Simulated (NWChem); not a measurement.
System: WOCl₄; SMILES [O]=[W]([Cl])([Cl])([Cl])[Cl]

Parts of the log:

```
             Northwest Computational Chemistry Package (NWChem) 7.3.0
             --------------------------------------------------------

 C4V symmetry detected

                             Geometry "geometry" -> ""
                             -------------------------

 Output coordinates in angstroms (scale by  1.889725989 to convert to a.u.)

  No.       Tag          Charge          X              Y              Z
 ---- ---------------- ---------- -------------- -------------- --------------
    1 W                   74.0000     0.00000000     0.00000000     0.16103507
    2 O                    8.0000     0.00000000     0.00000000     1.82921607
    3 Cl                  17.0000     2.23257880     0.00000000    -0.39044593
    4 Cl                  17.0000    -2.23257880     0.00000000    -0.39044593
    5 Cl                  17.0000     0.00000000     2.23257880    -0.39044593
    6 Cl                  17.0000     0.00000000    -2.23257880    -0.39044593

 Effective nuclear repulsion energy (a.u.)    1699.3886917790

      Symmetry information
      --------------------

 Group name             C4v
 Group number             18
 Group order               8
 No. of unique centers     3

                                 NWChem DFT Module
                                 -----------------

 Summary of "ao basis" -> "ao basis" (spherical)
 ------------------------------------------------------------------------------
       Tag                 Description            Shells   Functions and Types
 ---------------- ------------------------------  ------  ---------------------
 W                          def2-svp                12       32   6s3p2d1f
 O                          def2-svp                 6       14   3s2p1d
 Cl                         def2-svp                 8       18   4s3p1d

      Symmetry analysis of basis
      --------------------------

        a1         31
        a2          5
        b1         17
        b2          9
        e          56

            General Information
            -------------------
          SCF calculation type: DFT
          Wavefunction type:  closed shell.
          No. of atoms     :     6
          No. of electrons :    90
           Alpha electrons :    45
            Beta electrons :    45
          Charge           :     0
          Spin multiplicity:     1
          Use of symmetry is: on ; symmetry adaption is: on
          Maximum number of iterations: 150
          AO basis - number of functions:   118
                     number of shells:    50
          Convergence on energy requested:  1.00D-06
          Convergence on density requested:  1.00D-05
          Convergence on gradient requested:  5.00D-04

              XC Information
              --------------
                         B3LYP Method XC Potential
                     Hartree-Fock (Exact) Exchange  0.200
                        Slater Exchange Functional  0.800 local
                    Becke 1988 Exchange Functional  0.720 non-local
              Lee-Yang-Parr Correlation Functional  0.810
                  VWN I RPA Correlation Functional  0.190 local

             Grid Information
             ----------------
          Grid used for XC integration:  medium
          Radial quadrature: Mura-Knowles
          Angular quadrature: Lebedev.
          Tag              B.-S. Rad. Rad. Pts. Rad. Cut. Ang. Pts.
          ---              ---------- --------- --------- ---------
          W                   1.35      123           8.0       590
          O                   0.60       49           8.0       434
          Cl                  1.00       88          11.0       590
          Grid pruning is: on
          Number of quadrature shells:   260
          Spatial weights used:  Erf1

      Superposition of Atomic Density Guess
      -------------------------------------

 Sum of atomic energies:       -1985.16184715

      Non-variational initial energy
      ------------------------------

 Total energy =   -1978.674334
 1-e energy   =   -3968.904503
 2-e energy   =    1381.950223
 HOMO         =      -0.389083
 LUMO         =      -0.051419

      Symmetry analysis of molecular orbitals - initial
      -------------------------------------------------

  Numbering of irreducible representations:

     1 a1          2 a2          3 b1          4 b2          5 e

  Orbital symmetries:

     1 a1          2 b1          3 e           4 e           5 a1
     6 a1          7 b1          8 e           9 e          10 a1
    11 b1         12 e          13 e          14 b2         15 a1
    16 e          17 e          18 a2         19 e          20 e
    21 b1         22 a1         23 a1         24 e          25 e
    26 a1         27 a1         28 b1         29 e          30 e
    31 a1         32 e          33 e          34 b2         35 a1
    36 b1         37 e          38 e          39 a1         40 e
    41 e          42 b1         43 e          44 e          45 a2
    46 b2         47 e          48 e          49 a1         50 a1
    51 b1         52 e          53 e          54 a1         55 a1

     ---------------------------------------------
      Total Density - Mulliken Population Analysis
     ---------------------------------------------

    Atom       Charge   Shell Charges
 -----------   ------   -------------------------------------------------------
    1 W   14    10.94   0.04 -0.35  1.79  0.54  0.43  0.05  5.48  0.61  0.15  1.64  0.43  0.13
    2 O    8     8.97   1.99  1.16  0.73  3.15  1.92  0.01
    3 Cl  17    17.52   2.00  1.99  1.23  0.73  5.94  2.20  3.42  0.01
    4 Cl  17    17.52   2.00  1.99  1.23  0.73  5.94  2.20  3.42  0.01
    5 Cl  17    17.52   2.00  1.99  1.23  0.73  5.94  2.20  3.42  0.01
    6 Cl  17    17.52   2.00  1.99  1.23  0.73  5.94  2.20  3.42  0.01

   convergence    iter        energy       DeltaE   RMS-Dens  Diis-err
 ---------------- ----- ----------------- --------- --------- ---------
 d= 0,ls=0.0,diis     1  -1982.1705045162 -2.59D+03  5.42D-02  4.69D+00
 d= 0,ls=0.0,diis     2  -1973.7728666478  8.40D+00  4.59D-02  6.42D+01
 d= 0,ls=0.0,diis     3  -1982.6271369520 -8.85D+00  1.15D-02  1.27D+00
 d= 0,ls=0.0,diis     4  -1982.6566771428 -2.95D-02  5.53D-03  1.07D+00
 d= 0,ls=0.0,diis     5  -1982.7865387343 -1.30D-01  3.64D-04  4.27D-03
  Resetting Diis
 d= 0,ls=0.0,diis     6  -1982.7869005885 -3.62D-04  1.42D-04  9.72D-04
 d= 0,ls=0.0,diis     7  -1982.7869962386 -9.57D-05  1.43D-04  6.10D-05
 d= 0,ls=0.0,diis     8  -1982.7869243989  7.18D-05  1.11D-04  7.90D-04
 d= 0,ls=0.0,diis     9  -1982.7870024146 -7.80D-05  8.79D-06  2.25D-06
 d= 0,ls=0.0,diis    10  -1982.7870026404 -2.26D-07  3.11D-06  1.92D-07

         Total DFT energy =    -1982.787002640449
      One electron energy =    -3969.709688134108
           Coulomb energy =     1507.871244494563
    Exchange-Corr. energy =     -129.228505077015
 Nuclear repulsion energy =      608.279946076111

 Numeric. integr. density =       89.999998205725

                  Occupations of the irreducible representations
                  ----------------------------------------------

                     irrep           alpha         beta
                     --------     --------     --------
                     a1               12.0         12.0
                     a2                2.0          2.0
                     b1                7.0          7.0
                     b2                2.0          2.0
                     e                22.0         22.0

                       DFT Final Molecular Orbital Analysis
                       ------------------------------------

 Vector   43  Occ=2.000000D+00  E=-3.433977D-01  Symmetry=e
              MO Center= -5.1D-15,  3.0D-14, -2.7D-01, r^2= 6.0D+00
   Bfn.  Coefficient  Atom+Function         Bfn.  Coefficient  Atom+Function
  ----- ------------  ---------------      ----- ------------  ---------------
    93      0.382843  5 Cl px               111      0.382843  6 Cl px
    90      0.293592  5 Cl px               108      0.293592  6 Cl px
    57      0.205703  3 Cl px                75      0.205703  4 Cl px
    87      0.169075  5 Cl px               105      0.169075  6 Cl px
    54      0.158848  3 Cl px                72      0.158848  4 Cl px

 Vector   44  Occ=2.000000D+00  E=-3.433977D-01  Symmetry=e
              MO Center=  1.8D-14,  4.2D-15, -2.7D-01, r^2= 6.0D+00
   Bfn.  Coefficient  Atom+Function         Bfn.  Coefficient  Atom+Function
  ----- ------------  ---------------      ----- ------------  ---------------
    58      0.382843  3 Cl py                76      0.382843  4 Cl py
    55      0.293592  3 Cl py                73      0.293592  4 Cl py
    94      0.205703  5 Cl py               112      0.205703  6 Cl py
    52      0.169075  3 Cl py                70      0.169075  4 Cl py
    91      0.158848  5 Cl py               109      0.158848  6 Cl py

 Vector   45  Occ=2.000000D+00  E=-3.172944D-01  Symmetry=a2
              MO Center=  1.0D-12,  7.7D-13, -3.9D-01, r^2= 6.2D+00
   Bfn.  Coefficient  Atom+Function         Bfn.  Coefficient  Atom+Function
  ----- ------------  ---------------      ----- ------------  ---------------
    58      0.338801  3 Cl py                76     -0.338801  4 Cl py
    93     -0.338801  5 Cl px               111      0.338801  6 Cl px
    55      0.261654  3 Cl py                73     -0.261654  4 Cl py
    90     -0.261654  5 Cl px               108      0.261654  6 Cl px
    52      0.149406  3 Cl py                70     -0.149406  4 Cl py

[...]
```

Level: B3LYP/def2-SVP with def2 effective core potentials on W. Structure relaxed at the PBE0/def2-SVP level. Not confirmed as a minimum by frequencies. def2 effective core potentials on W; no spin-orbit coupling.

**Question.** Which NWChem input produces such a log?

**Answer.** Several could match; the one computed here: the input that was run:
```
start job
memory heap 200 mb stack 900 mb global 1100 mb
geometry units angstroms noautoz
  W      0.000000     0.000000     0.145555
  O      0.000000     0.000000     1.813736
  Cl     0.562150     2.160647    -0.405926
  Cl    -0.562150    -2.160647    -0.405926
  Cl    -2.160647     0.562150    -0.405926
  Cl     2.160647    -0.562150    -0.405926
end
basis spherical
  W library def2-svp
  O library def2-svp
  Cl library def2-svp
end
ecp
  W library def2-ecp
end
dft
  xc b3lyp
  iterations 150
  mulliken
end
task dft energy
```
